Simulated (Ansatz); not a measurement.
Program: Ansatz. Geometries: PBE0-D4/def2-TZVP. ΔE: electronic, gas phase. CCSD(T)/CBS is the MP2 limit (def2-TZVPP, def2-QZVPP) plus CCSD(T) − MP2 in def2-TZVPP, frozen cores. This one scheme is used for every species. DFT in def2-TZVPP. B3LYP here is the variant with VWN-RPA as its local correlation; programs differ in this. For Ge outer-core shells are correlated without core-valence functions, which leaves a few kJ/mol of doubt a bond. Scalar relativity is left out up to krypton. One conformer a species, not always the lowest.

Reaction (redistribution): `[SiH3][O][GeH2][SiH3]` + `PS` → `[SiH3][O][GeH2][SH]` + `[SiH3]P`

```csv
level,ΔE (kcal/mol),difference from CCSD(T)/CBS
B3LYP-D4,-13.3,0.8
ωB97M-V,-14.2,-0.1
B2PLYP,-13.9,0.2
PBE,-12.7,1.4
r2SCAN,-14.4,-0.3
HF/def2-TZVPP,-14.4,-0.3
MP2/def2-TZVPP,-16.0,-1.9
CCSD/def2-TZVPP,-14.7,-0.6
MP2/def2-QZVPP,-15.4,-1.3
MP2/CBS(def2),-15.1,-1.0
CCSD(T)/CBS,-14.1,0
```

Largest T1 diagnostic among the species: 0.013.

The D4 term adds −0.8 kcal/mol with B3LYP and −0.4 kcal/mol with PBE0; it sums over pairs of atoms, weighted by their polarisabilities, and B3LYP, whose exchange is more repulsive, gets the larger term. From PBE to PBE0 (25 % exact exchange), in def2-TZVPP and without D4, ΔE moves by −0.8 kcal/mol.
